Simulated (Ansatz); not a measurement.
`N[SiH2]B(F)F` and `FB(F)O[SiH3]` differ in one atom or group.

Ansatz, PBE0-D4/def2-TZVP geometries, multiplicity 1. Each molecule was computed in one conformer, which needn't be the lowest.

| property | `N[SiH2]B(F)F` |
| --- | --- |
| HOMO–LUMO gap (B3LYP/def2-TZVPP) / eV | 6.07 |
| HOMO energy (PBE/def2-TZVPP) / eV | -5.99 |
| HOMO energy (PBE0/def2-TZVPP) / eV | -7.40 |
| size of the dipole moment (ωB97M-V/def2-TZVPP) / D | 1.64 |
| HOMO–LUMO gap (PBE/def2-TZVPP) / eV | 4.16 |
| LUMO energy (PBE/def2-TZVPP) / eV | -1.84 |

Task: Give the same properties after the change, and the shifts. (Best estimate.)

Result: Computed: 
```csv
property,`FB(F)O[SiH3]`,shift
HOMO–LUMO gap (B3LYP/def2-TZVPP) / eV,8.98,2.91
HOMO energy (PBE/def2-TZVPP) / eV,-8.22,-2.23
HOMO energy (PBE0/def2-TZVPP) / eV,-9.67,-2.27
size of the dipole moment (ωB97M-V/def2-TZVPP) / D,1.72,0.08
HOMO–LUMO gap (PBE/def2-TZVPP) / eV,7.14,2.98
LUMO energy (PBE/def2-TZVPP) / eV,-1.08,0.76
```

With PBE0 the HOMO falls by 2.27 eV and the LUMO rises by 0.66 eV, so the gap widens by about 2.93 eV. PBE moves the HOMO by -2.23 eV and ωB97M-V by -2.26 eV. The zero-point energy changes by -32.6 kJ/mol with -3 modes. Dipoles are sizes alone; their direction can turn.

B3LYP here is the variant with VWN-RPA as its local correlation; programs differ in this.
